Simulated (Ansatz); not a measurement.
The same molecule with X = O, S, Se. Ansatz, PBE0-D4/def2-TZVP geometries, multiplicity 1. Each molecule was computed in one conformer, which needn't be the lowest.

Scalar relativity is left out up to krypton.

```
 X    molecule  mean X–C bond length / Å  mean X–H bond length / Å  LUMO energy (B3LYP/def2-TZVPP) / eV  HOMO energy (B3LYP/def2-TZVPP) / eV  LUMO energy (PBE0/def2-TZVPP) / eV
 S      `N=CS`                     1.747                     1.345                                -0.65                                -7.14                               -0.40
Se  `N=C[SeH]`                     1.903                     1.468                                -0.70                                -6.80                               -0.46
```

(1) Give the row for X = O, `N=CO`. (Best estimate.)

## Answers

(1) Computed: 
```
X  molecule  mean X–C bond length / Å  mean X–H bond length / Å  LUMO energy (B3LYP/def2-TZVPP) / eV  HOMO energy (B3LYP/def2-TZVPP) / eV  LUMO energy (PBE0/def2-TZVPP) / eV
O    `N=CO`                     1.336                     0.968                                 0.14                                -7.96                                0.45
```

From O to Se the mean X–C bond length rises at each step, by 0.567 Å in all; the mean X–H bond length rises at each step, by 0.500 Å in all; the LUMO energy (B3LYP/def2-TZVPP) falls at each step, by 0.84 eV in all; the HOMO energy (B3LYP/def2-TZVPP) rises at each step, by 1.16 eV in all; the LUMO energy (PBE0/def2-TZVPP) falls at each step, by 0.91 eV in all. Bonds lengthen as the atom grows down the group.

B3LYP here is the variant with VWN-RPA as its local correlation; programs differ in this.

Spin–orbit coupling is left out; it splits and shifts lone-pair levels of the heavy atoms by tenths of an eV.
